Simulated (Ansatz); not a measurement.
One change: `[SiH3]C[SiH](Cl)Cl` becomes `CC[SiH](Cl)Cl`.

Ansatz, PBE0-D4/def2-TZVP geometries, multiplicity 1. Each molecule was computed in one conformer, which needn't be the lowest.

| property | `[SiH3]C[SiH](Cl)Cl` |
| --- | --- |
| size of the dipole moment (PBE/def2-TZVPP) / D | 1.65 |
| HOMO energy (ωB97M-V/def2-TZVPP) / eV | -10.99 |
| size of the dipole moment (B3LYP/def2-TZVPP) / D | 1.71 |
| LUMO energy (PBE/def2-TZVPP) / eV | -0.66 |
| HOMO energy (PBE0/def2-TZVPP) / eV | -8.80 |
| HOMO energy (B3LYP/def2-TZVPP) / eV | -8.57 |

Question: What does the change do to each property? (An estimate is asked.)

Answer: Computed: 
| property | `CC[SiH](Cl)Cl` | shift |
| --- | --- | --- |
| size of the dipole moment (PBE/def2-TZVPP) / D | 2.07 | 0.42 |
| HOMO energy (ωB97M-V/def2-TZVPP) / eV | -10.78 | 0.21 |
| size of the dipole moment (B3LYP/def2-TZVPP) / D | 2.11 | 0.40 |
| LUMO energy (PBE/def2-TZVPP) / eV | -0.46 | 0.20 |
| HOMO energy (PBE0/def2-TZVPP) / eV | -8.57 | 0.23 |
| HOMO energy (B3LYP/def2-TZVPP) / eV | -8.36 | 0.21 |

Dipoles are sizes alone; their direction can turn.

B3LYP here is the variant with VWN-RPA as its local correlation; programs differ in this.
